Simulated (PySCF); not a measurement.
Species: C3H6Se.
Geometry (PBE0-D3(BJ)/def2-SVP, Å), atoms numbered from 1 in this order:
```
atom  x, y, z in Å
C1    -1.3410   -1.0421    0.1109
C2    -0.4423   -0.1717    0.5766
C3     0.2384    0.8557   -0.2545
Se4    2.1868    0.5907   -0.3324
H5    -1.6443   -1.0425   -0.9413
H6    -1.8071   -1.7838    0.7642
H7    -0.1508   -0.2048    1.6331
H8     0.1405    1.8609    0.1851
H9    -0.1603    0.8902   -1.2779
H10    2.0919   -0.7656   -0.8938
```

Computed with core-valence-separated Tamm–Dancoff BHandHLYP/aug-pcX-1 (pcseg-1 on H, def2-SVPD on Se) in PySCF, non-relativistic, gas phase, PBE0-D3(BJ)/def2-SVP geometry. The energies are unshifted.

Q: What does the C 1s absorption edge look like?

A: 
```
E (eV)       f  core hole on          main final orbital                        polarisation
282.55  0.0571            C1                 LUMO (31 %)  normal to the local trigonal plane
282.75  0.0629            C2                      spread  normal to the local trigonal plane
284.66  0.0489            C3                 LUMO (56 %)                                   –
285.72  0.0083            C1               LUMO+2 (38 %)         in the local trigonal plane
286.01  0.0141            C2                 LUMO (36 %)         in the local trigonal plane
286.18  0.0286            C1               LUMO+4 (54 %)         in the local trigonal plane
286.40  0.0107            C3               LUMO+1 (68 %)                                   –
286.75  0.0084       C1 + C2  spread (2 roots, f summed)                                   –
286.94  0.0115            C3                      spread                                   –
286.95  0.0053            C1               LUMO+3 (65 %)  normal to the local trigonal plane
287.06  0.0319            C3               LUMO+4 (30 %)                                   –
287.15  0.0021            C2               LUMO+3 (39 %)  normal to the local trigonal plane
287.27  0.0021            C2               LUMO+2 (87 %)         in the local trigonal plane
287.44  0.0032            C1               LUMO+5 (33 %)                               mixed
```

The first line with a tenth or more of the strongest one's intensity is at 282.55 eV (f = 0.057), with the hole on C1 (terminal =CH2 carbon), polarised normal to the local trigonal plane: a 1s→π* resonance. The strongest listed is at 282.75 eV (f = 0.063; C2, 1s→π*).

Roots within 0.03 eV whose holes lie on the same, on equivalent or on shared atoms are summed into one line, and the highest roots are left out, as the search may have cut off their partners. Final orbitals are the ground state's empty Kohn–Sham orbitals. A dash: too weak, shared between unlike atoms, or no plane or axis to refer to.

Q: What length of transition dipole belongs to the line at 282.75 eV?

A: From f = (2/3) ΔE |μ|² in atomic units, with ΔE = 10.391 Eh and f = 0.0629: |μ| = 0.095 au = 0.24 D.

The list ends where the root search ended, not at a threshold. The BHandHLYP/aug-pcX-1 (pcseg-1 on H, def2-SVPD on Se) calculation is non-relativistic and has no spin–orbit coupling, an omission that weighs most on selenium.

One conformer stands for the species.
